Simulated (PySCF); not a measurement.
## From computed data to an observable: oscillator strength and radiative lifetime

C₄H₄F₂, SMILES F[C@@H]1C=C[C@H]1F.

Geometry optimised at PBE-D3(BJ)/def2-SVP.

TDDFT-B3LYP/def2-SVPD (PySCF) puts the first singlet state with f over 0.02 at 6.77 eV (vertical), with the transition dipole (-0.487, 0.236, 0.000) in atomic units.

**Question.** Find the oscillator strength, the wavelength and the radiative lifetime that this transition would have in vacuum if emission retraced absorption.

**Answer.** 
|μ|² = 0.2929 au, so |μ| = 1.38 D. ΔE = 6.77/27.211 = 0.2488 hartree. f = (2/3) ΔE |μ|² = 0.049 (the program prints 0.049).
λ = 1239.84/6.77 = 183 nm; ν = 54604 cm⁻¹.
Einstein's coefficient A = 0.6670 ν² f s⁻¹ (ν in cm⁻¹) = 9.7e7 s⁻¹, so τ = 1/A = 10 ns. This state is S2; the lower singlet has f = 0.004. The figure is the radiative limit of this one transition; relaxation, internal conversion, crossing to triplets and a medium change what is measured.
